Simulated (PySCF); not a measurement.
Excitations are Tamm–Dancoff values on a coarser integration grid. The basis has no diffuse functions, so Rydberg states are missing or too high.

Species: F3Ga, SMILES `[F][Ga]([F])[F]` (charge 0, multiplicity 1).

What is the computed S1 excitation (TDA), HOMO, HOMO–LUMO gap, S1–T1 gap (TDA) and LUMO (PBE-D3(BJ)/def2-TZVP // B3LYP-D3(BJ)/def2-TZVP in PySCF 2.14.0)?


S1 excitation (TDA): 6.33 eV
HOMO: -9.65 eV
HOMO–LUMO gap: 6.19 eV
S1–T1 gap (TDA): 0.33 eV
LUMO: -3.46 eV
